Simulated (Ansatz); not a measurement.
Species: sum formula H$_{6}$Si$_{3}$O$_{2}$Cl$_{2}$, net charge 0, singlet state. 
Geometry from a B3LYP-D3(BJ)/def2-TZVP (Ansatz, a first-principles code) optimisation:
SMILES: [SiH3]O[Si](Cl)(Cl)O[SiH3]
```xyz
13

Si     2.8412     0.9557     0.7689
O      1.2214     0.6463     0.7185
Si     0.0065    -0.0405    -0.0695
Cl    -0.1541     0.7723    -1.9418
Cl     0.3579    -2.0472    -0.2740
O     -1.3553     0.1927     0.7426
Si    -2.9864    -0.0473     0.8079
H      3.2403     1.6888    -0.4510
H      3.0946     1.7784     1.9677
H      3.5825    -0.3201     0.8555
H     -3.4725     0.5733     2.0557
H     -3.6241     0.5885    -0.3641
H     -3.2704    -1.4978     0.8113
```
Charge 0, spin multiplicity 1.

Basis-set convergence of Hartree-Fock and CCSD(T) correlation energies (hartree) with Ansatz. Valence correlation only, unless marked. Spin-orbit coupling is left out. Non-relativistic.

```csv
basis,functions,E(HF),"E(corr, CCSD(T))"
cc-pV(D+d)Z,173,-1939.34765,-1.02006
cc-pV(T+d)Z,339,-1939.49748,-1.32004
cc-pV(Q+d)Z,610,-1939.53022,-1.42316
```

Extrapolating the two largest sets (X = 3 and 4) as X^-3: E(corr) = (64·(-1.42316) - 27·(-1.32004))/37 = -1.4984 Eh, an estimate of the basis-set limit. The largest set recovers 95.0 % of it, the smallest 68.1 %.
